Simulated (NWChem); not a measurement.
Molecule: BO, doublet; SMILES [B]=O

Computed with NWChem. Spin-unrestricted. All runs use the structure optimised with PBE0/def2-SVP, spin-unrestricted. No stability test was run on the SCF state. Vertical excitations in the gas phase; the lowest state need not have the same character in each row. Excited states of an open shell can be spin-contaminated.

For level CAM-B3LYP/aug-cc-pVDZ, TDA:

- lowest excitation (eV): 3.71
- lowest state with f > 0.02 (eV): 7.29
- lowest empty minus highest occupied level, either spin (eV): 7.67

Question: What are these values for level LDA (Slater exchange, VWN5)/aug-cc-pVDZ, TDA?

Answer: 
* **lowest excitation (eV)**: 3.33
* **lowest state with f > 0.02 (eV)**: 6.94
* **lowest empty minus highest occupied level, either spin (eV)**: 2.38
